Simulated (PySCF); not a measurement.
# How methods differ on the ionisation energy of Ba²⁺

Ba²⁺ [Xe] (1S) → Ba³⁺ [Kr] 4d10 5s2 5p5 (2P), as a difference of total energies. Computed with PySCF 2.14 in cc-pVDZ-X2C, with the spin-free X2C one-electron Hamiltonian (Gaussian nucleus). Correlated levels: valence: [Kr] 4d10 5s2 frozen. The calculations carry no spin-orbit coupling.

```
           method  ionisation energy (eV)
              UHF                  35.826
            B3LYP                  36.938
             MN15                  37.003
    MP2 (valence)                  36.212
SCS-MP2 (valence)                  36.186
   CCSD (valence)                  36.247
CCSD(T) (valence)                  36.249
```

Problem. How much does correlation contribute at CCSD(T) (valence)?

Solution. 36.249 − (35.826) = 0.423 eV, measured against UHF.

The reference lies between the lowest fine-structure levels, while these numbers refer to the centres of the terms.

Errors of the correlated levels include the incompleteness of this basis and the frozen core.

For comparison: 35.844 eV (measured; NIST Atomic Spectra Database, ionization energies).
